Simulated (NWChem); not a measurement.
System: CH$_{4}$BFS; SMILES CSBF

Input file for NWChem:

```
start job
memory heap 200 mb stack 900 mb global 1100 mb
geometry units angstroms
  B      0.493432    -0.935751    -0.114369
  F     -0.002525    -2.159102    -0.016339
  H      1.615034    -0.779448    -0.538234
  S     -0.530749     0.438978     0.390127
  C      0.555564     1.860957     0.078241
  H      0.719432     2.402318     1.019448
  H      0.071060     2.532895    -0.642554
  H      1.521356     1.528866    -0.324640
end
basis spherical
  B library 3-21g
  F library 3-21g
  H library 3-21g
  S library 3-21g
  C library 3-21g
end
dft
  xc b3lyp
  iterations 150
end
driver
  maxiter 120
end
task dft optimize
task dft freq
```

Excerpt of the output:

```
             Northwest Computational Chemistry Package (NWChem) 7.3.0
             --------------------------------------------------------

 CS  symmetry detected

                             Geometry "geometry" -> ""
                             -------------------------

 Output coordinates in angstroms (scale by  1.889725989 to convert to a.u.)

  No.       Tag          Charge          X              Y              Z
 ---- ---------------- ---------- -------------- -------------- --------------
    1 B                    5.0000     0.51356067    -0.93746670     0.00000000
    2 F                    9.0000     0.00347193    -2.15893319     0.00000000
    3 H                    1.0000     1.71404442    -0.79282251     0.00000000
    4 S                   16.0000    -0.60989893     0.45220278     0.00000000
    5 C                    6.0000     0.52988917     1.86650691     0.00000000
    6 H                    1.0000     0.34666251     2.47666927     0.89438225
    7 H                    1.0000     0.34666251     2.47666927    -0.89438225
    8 H                    1.0000     1.57262773     1.52293017     0.00000000

 Effective nuclear repulsion energy (a.u.)     145.6965628983

      Symmetry information
      --------------------

 Group name             Cs
 Group number              2
 Group order               2
 No. of unique centers     7

                                Z-matrix (autoz)
                                --------

 Units are Angstrom for bonds and degrees for angles

      Type          Name      I     J     K     L     M      Value
      ----------- --------  ----- ----- ----- ----- ----- ----------
    1 Stretch                  1     2                       1.32370
    2 Stretch                  1     3                       1.20917
    3 Stretch                  1     4                       1.78699
    4 Stretch                  4     5                       1.81642
    5 Stretch                  5     6                       1.09808
    6 Stretch                  5     7                       1.09808
    7 Stretch                  5     8                       1.09788
    8 Bend                     1     4     5               102.18131
    9 Bend                     2     1     3               119.53594
   10 Bend                     2     1     4               118.38107
   11 Bend                     3     1     4               122.08299
   12 Bend                     4     5     6               109.14418
   13 Bend                     4     5     7               109.14418
   14 Bend                     4     5     8               110.62858
   15 Bend                     6     5     7               109.07453
   16 Bend                     6     5     8               109.41269
   17 Bend                     7     5     8               109.41269
   18 Torsion                  1     4     5     6        -120.43838
   19 Torsion                  1     4     5     7         120.43838
   20 Torsion                  1     4     5     8           0.00000
   21 Torsion                  2     1     4     5         180.00000
   22 Torsion                  3     1     4     5          -0.00000

                           NWChem Geometry Optimization
                           ----------------------------

 maximum gradient threshold         (gmax) =   0.000450
 rms gradient threshold             (grms) =   0.000300
 maximum cartesian step threshold   (xmax) =   0.001800
 rms cartesian step threshold       (xrms) =   0.001200
 fixed trust radius                (trust) =   0.300000
 source of zmatrix                         =   autoz

          -------------------
          Energy Minimization
          -------------------

 Using diagonal initial Hessian
 Scaling for Hessian diagonals: bonds = 1.00  angles = 0.25  torsions = 0.10

          --------
          Step   0

                                 NWChem DFT Module
                                 -----------------

[...]

      ----------------------
      Optimization converged
      ----------------------

  Step       Energy      Delta E   Gmax     Grms     Xrms     Xmax
  ---- ---------------- -------- -------- -------- -------- --------
@    5    -560.62167219 -3.5D-08  0.00004  0.00001  0.00019  0.00079
                                     ok       ok       ok       ok

                                Z-matrix (autoz)
                                --------

 Units are Angstrom for bonds and degrees for angles

      Type          Name      I     J     K     L     M      Value     Gradient
      ----------- --------  ----- ----- ----- ----- ----- ---------- ----------
    1 Stretch                  1     2                       1.35326    0.00001
    2 Stretch                  1     3                       1.19083    0.00001
    3 Stretch                  1     4                       1.81985    0.00004
    4 Stretch                  4     5                       1.90936   -0.00001
    5 Stretch                  5     6                       1.08858   -0.00000
    6 Stretch                  5     7                       1.08858   -0.00000
    7 Stretch                  5     8                       1.08979    0.00000
    8 Bend                     1     4     5               101.06464    0.00000
    9 Bend                     2     1     3               119.24367   -0.00000
   10 Bend                     2     1     4               119.65686   -0.00001
   11 Bend                     3     1     4               121.09947    0.00001
   12 Bend                     4     5     6               107.39287    0.00000
   13 Bend                     4     5     7               107.39287    0.00000
   14 Bend                     4     5     8               109.16359   -0.00000
   15 Bend                     6     5     7               110.87569   -0.00000
   16 Bend                     6     5     8               110.93519    0.00000
   17 Bend                     7     5     8               110.93519    0.00000
   18 Torsion                  1     4     5     6        -120.34848   -0.00000
   19 Torsion                  1     4     5     7         120.34848    0.00000
   20 Torsion                  1     4     5     8           0.00000    0.00000
   21 Torsion                  2     1     4     5         180.00000   -0.00000
   22 Torsion                  3     1     4     5          -0.00000   -0.00000

                         Geometry "geometry" -> "geometry"
                         ---------------------------------

 Output coordinates in angstroms (scale by  1.889725989 to convert to a.u.)

[...]

 Rotational Constants
 --------------------
 A=   0.618749 cm-1  (  0.890221 K)
 B=   0.098749 cm-1  (  0.142075 K)
 C=   0.086575 cm-1  (  0.124559 K)

 Temperature                      =   298.15K
 frequency scaling parameter      =   1.0000

 Zero-Point correction to Energy  =   34.787 kcal/mol  (  0.055436 au)
 Thermal correction to Energy     =   38.218 kcal/mol  (  0.060905 au)
 Thermal correction to Enthalpy   =   38.811 kcal/mol  (  0.061848 au)

 Total Entropy                    =   74.584 cal/mol-K
   - Translational                =   38.960 cal/mol-K (mol. weight =  78.0111)
   - Rotational                   =   25.214 cal/mol-K (symmetry #  =        1)
   - Vibrational                  =   10.409 cal/mol-K

 Cv (constant volume heat capacity) =   16.659 cal/mol-K
   - Translational                  =    2.979 cal/mol-K
   - Rotational                     =    2.979 cal/mol-K
   - Vibrational                    =   10.700 cal/mol-K

[normal modes left out]

 ----------------------------------------------------------------------------
 Normal Eigenvalue ||           Projected Infra Red Intensities
  Mode   [cm**-1]  || [atomic units] [(debye/angs)**2] [(KM/mol)] [arbitrary]
 ------ ---------- || -------------- ----------------- ---------- -----------
    1       -0.000 ||    0.000995           0.023         0.970       0.409
    2       -0.000 ||    0.000002           0.000         0.002       0.001
    3       -0.000 ||    0.000003           0.000         0.003       0.001
    4       -0.000 ||    0.000863           0.020         0.841       0.355
    5        0.000 ||    0.004208           0.097         4.102       1.732
    6        0.000 ||    0.000372           0.009         0.362       0.153
    7       73.610 ||    0.000190           0.004         0.185       0.078
    8      185.116 ||    0.000631           0.015         0.615       0.260
    9      217.294 ||    0.002591           0.060         2.526       1.067
   10      385.044 ||    0.000318           0.007         0.310       0.131
   11      644.332 ||    0.007588           0.175         7.397       3.123
   12      755.134 ||    0.057650           1.330        56.200      23.731
   13      856.608 ||    0.025658           0.592        25.013      10.562
   14     1002.597 ||    0.007487           0.173         7.299       3.082
   15     1016.797 ||    0.003342           0.077         3.258       1.376
   16     1151.138 ||    0.026696           0.616        26.025      10.989
   17     1360.086 ||    0.305467           7.047       297.784     125.744
   18     1395.552 ||    0.000256           0.006         0.249       0.105
   19     1534.687 ||    0.010642           0.246        10.374       4.381
   20     1544.659 ||    0.013987           0.323        13.636       5.758
   21     2720.848 ||    0.096469           2.226        94.043      39.711
   22     3100.029 ||    0.012611           0.291        12.294       5.191
   23     3198.259 ||    0.001917           0.044         1.868       0.789
   24     3203.567 ||    0.003085           0.071         3.008       1.270
 ----------------------------------------------------------------------------
```

Level: B3LYP/3-21G. B3LYP is NWChem's, with the RPA form of VWN correlation.
